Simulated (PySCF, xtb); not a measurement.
C2H7O2Sb, SMILES C[O][SbH][O]C.

GFN2-xTB (xtb) at its own geometry gives an orbital gap of 4.79 eV and a dipole moment of 1.10 D.

Geometry optimised at PBE-D3(BJ)/def2-SVP. The structure was generated by enumeration; whether it is a known compound was not checked. The def2 effective core potentials stand for the cores of Sb; spin–orbit coupling is left out. Other conformers were not sampled.

What does PBE0/def2-TZVP (PySCF) give? (Estimate from the structure and the level; the computed values follow.)

gap 6.40 eV (levels -7.53 and -1.13 eV), dipole 1.05 D.
